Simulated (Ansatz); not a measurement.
`[AlH2][NH][SiH2]Br` + `N[SiH3]` → `[SiH3]N[SiH2]Br` + `[NH2][AlH2]`  (ligand exchange at the Si–N bond)

Gas-phase electronic energies from Ansatz, PBE0-D4/def2-TZVP geometries. CBS: MP2 limit from def2 TZ/QZ plus the TZ coupled-cluster correction, frozen cores. This one scheme is used for every species. Functionals use def2-TZVPP. B3LYP here is the variant with VWN-RPA as its local correlation; programs differ in this. For Br outer-core shells are correlated without core-valence functions, which leaves a few kJ/mol of doubt a bond. Scalar relativity is left out up to krypton. One conformer a species, not always the lowest.

**Question.** Is it downhill or uphill in electronic energy at CCSD(T)/CBS, and by how much? (An estimate is asked.)

**Answer.** Ansatz gave: Downhill: ΔE = -3.0 kJ/mol.

**Question.** What do these levels give: r2SCAN-D4, PBE0-D4, B3LYP-D4, RPA@PBE/def2-TZVPP, HF/def2-TZVPP, SCS-MP2/def2-TZVPP? (An estimate is asked.)

**Answer.** Ansatz gave: r2SCAN-D4 -2.9, PBE0-D4 -2.7, B3LYP-D4 -4.1, RPA@PBE/def2-TZVPP -2.4, HF/def2-TZVPP -0.3, SCS-MP2/def2-TZVPP -2.2 kJ/mol.

**Question.** What do rigid-rotor, harmonic-oscillator terms from PBE0-D4/def2-TZVP frequencies (298.15 K, 1 bar) make of the CCSD(T)/CBS value? (Best estimate.)

**Answer.** The calculation gave: ΔZPE = +0.4 kJ/mol, ΔH = -2.8 kJ/mol, ΔS = -5 J/(mol·K), ΔG = -1.2 kJ/mol. Modes under 50 cm⁻¹ make the entropy rough.

Largest T1 diagnostic among the species: 0.011.

Leaving LDA and LC-ωPBE aside and taking each functional with its dispersion term where it has one, the values, not all of them listed here, spread over 3.6 kJ/mol, from BLYP-D4 to PBE-QIDH.
